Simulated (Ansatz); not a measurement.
`[Cl][Hf]([Cl])([Cl])[Cl]` + H₂Se → `[Cl][Hf]([Cl])([Cl])[SeH]` + HCl at 400 K and 1 bar (ligand exchange at the Hf–Cl bond).

Program: Ansatz. Geometries: PBE0-D4/def2-TZVP. ΔE: electronic, gas phase. CBS: MP2 limit from def2 TZ/QZ plus the TZ coupled-cluster correction, frozen cores. This one scheme is used for every species. def2 core potentials past Kr. For Hf, Se outer-core shells are correlated without core-valence functions, which leaves a few kJ/mol of doubt a bond. Scalar relativity is left out up to krypton. Each species was taken in one conformer, which may not be the lowest.

```tsv
species	CCSD(T)/CBS energy (Eh)	H − E (kJ/mol)	S (J/(mol·K))
`[Cl][Hf]([Cl])([Cl])[Cl]`	-1887.32756	45.6	404.8
H₂Se	-2401.89790	49.4	229.5
`[Cl][Hf]([Cl])([Cl])[SeH]`	-3828.82210	66.9	462.9
HCl	-460.38127	29.6	195.4
```

H − E and S are ideal-gas, rigid-rotor, harmonic terms from PBE0-D4/def2-TZVP, for one conformer and one mirror image of each species. 1 Eh = 2625.50 kJ/mol, R = 8.31446 J/(mol·K).

**Question.** By hand: ΔE, ΔH, ΔS and ΔG.

**Answer.** ΔE = (-3828.82210) + (-460.38127) − (-1887.32756) − (-2401.89790) = 0.02209 Eh = 58.0 kJ/mol. Δ(H − E) = 66.9 + 29.6 − 45.6 − 49.4 = 1.5, so ΔH = 59.5 kJ/mol. ΔS = 462.9 + 195.4 − 404.8 − 229.5 = 24.0 J/(mol·K). ΔG = 59.5 − 400 × (24.0)/1000 = 49.9 kJ/mol.

**Question.** By hand: the equilibrium constant, and the temperature at which ΔG would vanish if ΔH and ΔS stayed fixed.

**Answer.** log₁₀ K = −ΔG/(RT ln 10) = -6.5. ΔG = 0 at ΔH/ΔS = 2479 K.

ΔH outweighs TΔS. A doubt of 5 kJ/mol in ΔE shifts log₁₀ K by 0.7 here. Other conformers and mirror images would add mixing entropy, several J/(mol·K) or more a flexible species. These are equilibria of isolated gas molecules and say nothing of rates. Largest T1 diagnostic: 0.014 (customary marks: 0.02 for closed shells, 0.045 for open ones).
